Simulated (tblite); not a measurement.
Compound: C9H10OSi.
Cartesian coordinates in Å at the GFN2-xTB level; atoms count from 1:
```
atom  x, y, z in Å
Si1    3.158    0.415    0.404
C2     2.106   -0.803   -0.637
C3     0.745   -0.902   -0.068
O4     0.493   -1.823    0.876
C5    -0.778   -1.686    1.299
C6    -1.387   -0.650    0.629
C7    -2.673   -0.063    0.663
C8    -2.924    0.989   -0.162
C9    -1.939    1.499   -1.046
C10   -0.691    0.961   -1.111
C11   -0.386   -0.128   -0.268
H12    4.489    0.501   -0.199
H13    3.244   -0.094    1.771
H14    2.504    1.723    0.385
H15    2.044   -0.461   -1.669
H16    2.571   -1.789   -0.636
H17   -1.124   -2.366    2.051
H18   -3.424   -0.452    1.334
H19   -3.896    1.461   -0.155
H20   -2.202    2.336   -1.677
H21    0.060    1.349   -1.784
```

All values are computed: GFN2-xTB (tblite) harmonic vibrations without scaling, gas phase. Against measured fundamentals such values can be off by several per cent, at times by over 20. Modes of hydrogen on silicon can be 10 to 20 % off. One conformer, not necessarily the lowest.

Harmonic wavenumbers (cm⁻¹): 27.9, 75.3, 103.1, 170.6, 197.1, 226.8, 331.2, 404.2, 437.2, 488.9, 504.1, 526.6, 530.5, 574.3, 616.0, 675.2, 700.4, 713.9, 748.1, 758.7, 765.0, 771.4, 779.4, 785.0, 796.2, 864.9, 873.2, 905.4, 921.9, 1007.8, 1046.1, 1088.8, 1127.5, 1162.2, 1177.0, 1197.1, 1213.2, 1238.8, 1287.1, 1346.3, 1365.4, 1425.9, 1446.1, 1461.8, 1558.5, 1567.6, 1630.4, 2267.1, 2281.7, 2288.4, 2992.7, 2997.2, 3070.0, 3073.7, 3083.2, 3090.6, 3175.0.

A = 1852, B = 675.8, C = 542.1 MHz; mass 162.050 u (most abundant isotopes); point group C1, symmetry number 1.

Question: Zero-point energy?

Answer: ½Σν̃ = 33970 cm⁻¹ = 406.37 kJ/mol.

Question: Give the ideal-gas entropy at 298.15 K and 1 bar in the rigid-rotor, harmonic-oscillator model (classical rotation).

Answer: Translation 172.31, rotation 127.77, vibration 126.02: S = 426.1 J/(mol K).

Question: And Cp and H(298.15 K) − H(0)?

Answer: Cp = 181.53 J/(mol K), of which vibrations give 148.28 (their classical limit is 57 R = 473.9); H(298.15 K) − H(0) = 30.06 kJ/mol without the zero-point energy, 20.14 from vibrations.

Question: Blend soft modes into free rotors: weight 1/[1 + (100 cm⁻¹/ν̃)⁴] for the oscillator and the rest for a rotor with moment μB/(μ + B), μ = h/(8π²ν), B = 10⁻⁴⁴ kg m². What vibrational entropy results?

Answer: 114.48 J/(mol K) in place of 126.02, which changes −T·S at 298.15 K by +3.44 kJ/mol.

Question: What must be added to the electronic energy to get the Gibbs energy at 298.15 K and 1 bar?

Answer: ZPE + [H(298.15 K) − H(0)] − T·S = 406.37 + 30.06 − 127.04 = 309.39 kJ/mol.

Hindered rotation and anharmonicity are outside this model. Other conformers, if any are populated, would add a mixing term that is left out. The structure is chiral; the term R ln 2 for an equal mix with its mirror image is left out.

The run took 1.1 s wall, 2.2 s CPU on 2 threads, Intel Xeon Platinum 8375C at 2.90 GHz (x86_64), shared host with 96 logical CPUs at a one-minute load of 21. This covers the Hessian and the dipole derivatives.
